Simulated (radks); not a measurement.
Results of a calculation; reference values are marked as such.
Spherical quantum dot in the effective-mass picture: electrons in a hard-walled sphere of radius 10.6, with a point charge +1 (a donor) at the centre, all in effective atomic units (hartree* = m*/eps^2 hartree, bohr* = eps/m* bohr), one dielectric constant everywhere. Level of theory: non-relativistic Kohn-Sham, PBEsol, spin-polarised, spherical densities (a radial shooting solver with Libxc functionals). Levels are named by radial order and angular momentum (1s, 1p, 1d, 2s, ...), and open shells are averaged over m. Results are scaled to m* = 0.284 and eps = 10.5, for which hartree* = 70.1 meV and bohr* = 1.956 nm. Each electron was tried in the lowest free levels, single moves between levels near the top were tried too, and the lowest total energy was kept; such a search can miss a lower state. The series stops at N = 11: beyond it a trial failed or the search could not be trusted, so later rows were left out. At N = 1 the Hartree and exchange-correlation terms need not cancel, so that row can carry a self-interaction error.

N	open shells	2S	E (meV)	mu = E(N) - E(N-1) (meV)	addition energy mu(N+1) - mu(N) (meV)	e(HOMO) (meV)	rms radius (nm)
1	1s(up 1, down 0)	1	-34.2566	-34.257	32.66	-19.039	3.549
2	none	0	-35.8494	-1.5928	16.74	5.0976	5.983
3	2s(up 1, down 0)	1	-20.7019	15.148	7.048	18.404	9.699
4	1p(up 2, down 0)	2	1.49409	22.196	7.589	25.960	11.21
5	1p(up 3, down 0)	3	31.2788	29.785	8.609	33.623	12.18
6	1p(up 3, down 0) 2s(up 1, down 0)	4	69.6729	38.394	9.091	41.741	12.74
7	1p(up 3, down 1) 2s(up 1, down 0)	3	117.158	47.485	7.221	51.020	13.28
8	1p(up 3, down 2) 2s(up 1, down 0)	2	171.864	54.706	7.496	58.429	13.68
9	2s(up 1, down 0)	1	234.066	62.202	10.27	65.991	13.99
10	1d(up 1, down 0) 2s(up 1, down 0)	2	306.536	72.471	7.518	76.225	14.26
11	1d(up 2, down 0) 2s(up 1, down 0)	3	386.525	79.989	-	83.756	14.49

All shells are closed at N = 2 (there: 1s2); the second difference of the energy has clear peaks (12 % above both neighbours; the first and last values, which can be the largest, are not judged, and half-filled shells can peak too) at N = 9.
